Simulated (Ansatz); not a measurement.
Start from `C=CCCCCCCCCCC` and change one atom or group to get `CCCCCCCCO`.

Ansatz, PBE0-D4/def2-TZVP geometries, multiplicity 1. Each molecule was computed in one conformer, which needn't be the lowest.

```tsv
property	`C=CCCCCCCCCCC`
LUMO energy (PBE0/def2-TZVPP) / eV	0.32
LUMO energy (PBE/def2-TZVPP) / eV	-0.71
LUMO energy (ωB97M-V/def2-TZVPP) / eV	2.30
HOMO energy (PBE0/def2-TZVPP) / eV	-7.24
HOMO energy (B3LYP/def2-TZVPP) / eV	-7.02
size of the dipole moment (ωB97M-V/def2-TZVPP) / D	0.41
```

(1) What does the change do to each property? (An estimate is asked.)

Answers

(1) The calculation gave: 
| property | `CCCCCCCCO` | shift |
| --- | --- | --- |
| LUMO energy (PBE0/def2-TZVPP) / eV | 1.08 | 0.76 |
| LUMO energy (PBE/def2-TZVPP) / eV | 0.21 | 0.92 |
| LUMO energy (ωB97M-V/def2-TZVPP) / eV | 2.53 | 0.23 |
| HOMO energy (PBE0/def2-TZVPP) / eV | -7.75 | -0.51 |
| HOMO energy (B3LYP/def2-TZVPP) / eV | -7.51 | -0.49 |
| size of the dipole moment (ωB97M-V/def2-TZVPP) / D | 1.84 | 1.43 |

With PBE0 the HOMO falls by 0.51 eV and the LUMO rises by 0.76 eV, so the gap widens by about 1.27 eV. PBE moves the HOMO by 0.01 eV and ωB97M-V by -0.71 eV. Dipoles are sizes alone; their direction can turn.

B3LYP here is the variant with VWN-RPA as its local correlation; programs differ in this.
